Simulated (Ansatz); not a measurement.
Reaction (ligand exchange at the Si–S bond): `O[SiH](O)S[SiH](O)F` + `N[Si](O)(F)F` → `O[SiH](F)N[Si](O)(F)F` + `O[SiH](O)S`

Program: Ansatz. Geometries: PBE0-D4/def2-TZVP. ΔE: electronic, gas phase. CCSD(T)/CBS is the MP2 limit (def2-TZVPP, def2-QZVPP) plus CCSD(T) − MP2 in def2-TZVPP, frozen cores. Functionals use def2-TZVPP. B3LYP here is the variant with VWN-RPA as its local correlation; programs differ in this. One conformer a species, not always the lowest.

```json
{"level": "PBE-D4", "ΔE (kJ/mol)": "10.7", "difference from CCSD(T)/CBS": "12.0"}
{"level": "r2SCAN-D4", "ΔE (kJ/mol)": "3.0", "difference from CCSD(T)/CBS": "4.3"}
{"level": "PBE0-D4", "ΔE (kJ/mol)": "6.5", "difference from CCSD(T)/CBS": "7.8"}
{"level": "ωB97X-V", "ΔE (kJ/mol)": "-0.8", "difference from CCSD(T)/CBS": "0.5"}
{"level": "ωB97M-V", "ΔE (kJ/mol)": "-0.8", "difference from CCSD(T)/CBS": "0.5"}
{"level": "B2PLYP", "ΔE (kJ/mol)": "-3.6", "difference from CCSD(T)/CBS": "-2.3"}
{"level": "PBE", "ΔE (kJ/mol)": "8.4", "difference from CCSD(T)/CBS": "9.7"}
{"level": "r2SCAN", "ΔE (kJ/mol)": "2.6", "difference from CCSD(T)/CBS": "3.9"}
{"level": "B3LYP", "ΔE (kJ/mol)": "-4.8", "difference from CCSD(T)/CBS": "-3.5"}
{"level": "HF/def2-TZVPP", "ΔE (kJ/mol)": "-19.0", "difference from CCSD(T)/CBS": "-17.7"}
{"level": "MP2/def2-TZVPP", "ΔE (kJ/mol)": "0.3", "difference from CCSD(T)/CBS": "1.6"}
{"level": "CCSD/def2-TZVPP", "ΔE (kJ/mol)": "-8.7", "difference from CCSD(T)/CBS": "-7.4"}
{"level": "HF/def2-QZVPP", "ΔE (kJ/mol)": "-20.2", "difference from CCSD(T)/CBS": "-18.9"}
{"level": "HF/CBS(def2)", "ΔE (kJ/mol)": "-20.4", "difference from CCSD(T)/CBS": "-19.1"}
{"level": "MP2/CBS(def2)", "ΔE (kJ/mol)": "3.9", "difference from CCSD(T)/CBS": "5.2"}
{"level": "CCSD/CBS(def2)", "ΔE (kJ/mol)": "-5.2", "difference from CCSD(T)/CBS": "-3.9"}
{"level": "CCSD(T)/CBS", "ΔE (kJ/mol)": "-1.3", "difference from CCSD(T)/CBS": "0"}
```

Largest T1 diagnostic among the species: 0.012.

The D4 term adds +3.9 kJ/mol with B3LYP and +2.0 kJ/mol with PBE0; it sums over pairs of atoms, weighted by their polarisabilities, and B3LYP, whose exchange is more repulsive, gets the larger term. In def2-TZVPP, CCSD(T) changes the Hartree–Fock value by +14.2 kJ/mol (the triples alone add +3.9 kJ/mol) and MP2 by +19.3 kJ/mol. From PBE to PBE0 (25 % exact exchange), in def2-TZVPP and without D4, ΔE moves by −4.0 kJ/mol.
